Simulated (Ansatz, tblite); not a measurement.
Forces on the cluster Al₁₁ at its PBE-D4/def2-SVP geometry. Total charge 0; doublet.

The xTB rows come from tblite. Another isomer (doublet) lies 0.41 eV lower at PBE0-D4/def2-TZVP; other spin states weren't run for this one.

GFN1-xTB (tblite), largest force 1.61 eV/Å:

```xyz
11
positions Å, forces eV/Å
Al   -0.420    2.091    1.980   -0.341    0.539    0.253
Al    0.534   -0.535    1.805    0.665   -0.217    0.523
Al   -1.196   -1.727    0.178   -0.477   -0.786   -0.113
Al    2.424    1.182   -1.645    0.730    0.284   -0.111
Al   -2.398    0.716    0.923   -0.845    0.541    0.065
Al   -0.456    0.877   -0.734   -0.789    0.813   -0.311
Al    1.403   -1.062   -0.639    0.665   -0.839    0.073
Al    1.821    1.492    0.751    1.172    0.855    0.696
Al   -1.864   -1.089    2.743   -0.212   -0.363    0.434
Al    0.716    0.030   -3.122   -0.277    0.018   -0.783
Al   -0.563   -1.975   -2.240   -0.291   -0.844   -0.726
```

GFN2-xTB (tblite), largest force 1.23 eV/Å:

```
Al -0.096 -1.099 -0.547
Al -0.180 0.678 0.037
Al -0.107 0.483 1.015
Al -0.057 0.137 -0.382
Al 0.044 -0.587 0.082
Al 0.560 0.284 -0.096
Al -0.174 -0.027 0.176
Al -0.019 -0.285 0.687
Al 0.192 0.309 -0.402
Al -0.094 -0.036 -0.205
Al -0.070 0.144 -0.365
```

PBE-D4/def2-TZVP (Ansatz), largest force 0.09 eV/Å:

```
Al -0.033 -0.088 -0.005
Al -0.011 0.039 0.017
Al 0.015 0.076 0.040
Al 0.018 -0.029 -0.007
Al -0.014 -0.001 0.041
Al 0.047 -0.032 0.005
Al -0.025 0.024 -0.043
Al -0.025 -0.005 0.007
Al 0.015 0.025 -0.030
Al -0.011 -0.008 -0.009
Al 0.026 -0.001 -0.016
```
